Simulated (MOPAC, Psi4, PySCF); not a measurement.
Pair of molecules: HF (SMILES F) (first 2 atoms) with SO2 (SMILES O=S=O); geometry from B3LYP-D3(BJ)/def2-TZVP, rigid monomers moved along the line of their centres of mass till H2···O3 is 2.12 Å.
(charge 0, multiplicity 1):
```xyz
5

F      0.351     0.507    -0.657
H      0.084     0.724     0.211
O     -0.385     0.604     2.276
S     -0.244    -0.629     3.018
O     -0.584    -0.614     4.411
```

Counterpoise-corrected where a basis set is named; no monomer relaxation. Rows marked so take none.

Frozen-core correlation. Rows in 3-21G, 6-31G* carry no dispersion term and start afresh at each structure (6-31G* with six Cartesian d functions). The state that PM7 reach isn't checked; PM7 holds dispersion and hydrogen-bond terms.

Programs: MOPAC for PM7 (differences of heats of formation); Psi4 for SAPT; PySCF for 3-21G rows, 6-31G* rows. Values without a source in brackets are computed.

Problem. One of these levels gives -3.58 kcal/mol for the interaction energy. Name it.
(A) PM7
(B) B3LYP/3-21G (no counterpoise)
(C) SAPT0/jun-cc-pV(D+d)Z
(D) HF/6-31G*

Solution. A, PM7. The others give -4.01 (HF/6-31G*), -7.74 (B3LYP/3-21G (no counterpoise)), -4.73 (SAPT0/jun-cc-pV(D+d)Z)
